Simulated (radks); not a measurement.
Numerical settings for the aluminium ion Al3+, [Ne]. Method: scalar-relativistic Kohn-Sham, r2SCAN, spin-polarised, spherical densities, finite nucleus; meta-GGA in the generalised Kohn-Sham scheme; Fermi nuclear charge, rms radius 3.061 fm; computed with a radial shooting solver on a logarithmic mesh with Libxc functionals. The defaults (mesh step 0.008 in ln r, mesh end at 40 bohr or more with all orbitals vanishing there, Anderson mixing 0.5 over 9 steps, residual threshold near 1e-9 with the energy settled to 1e-9 hartree or 1e-11 of itself, here a cap of 99 iterations) give E = -240.853 hartree and 2p at -105.74 eV in 14 iterations. Run on one thread of a shared host, so times are rough (Arm Neoverse N1): 0.13 s of CPU time, 0.13 s wall, 14 iterations on 2189 mesh points. Changes against that run (0 stands for a change within the tolerance of the run):

setting,iterations,converged,E (mhartree),e(2p) (meV),CPU (s)
mesh step in ln r 0.012,12,yes,0,+0.00621,0.08
mesh step in ln r 0.05,10,yes,-0.142,+0.00292,0.03
mesh step in ln r 0.12,99,no,-1.16e+06,-,0.33
mesh end (bohr) 20,14,yes,0,0,0.12
mesh end (bohr) 12,14,yes,0,0,0.12
residual threshold 0.01,9,yes,0,+0.331,0.09
residual threshold 1e-16,99,no,0,0,0.65
mixing 0.05,15,yes,0,0,0.14
"linear mixing, mixing 0.8",35,no,diverged,-,0.33
"linear mixing, mixing 0.05",99,no,+0.0263,-208,0.75
mixing history 2,22,yes,0,+0.0043,0.17
iteration cap 2,2,no,+716,-5.89e+04,0.02

No run marked as converged misses the energy by more than 1 mhartree. A mesh that ends early acts as a hard wall.
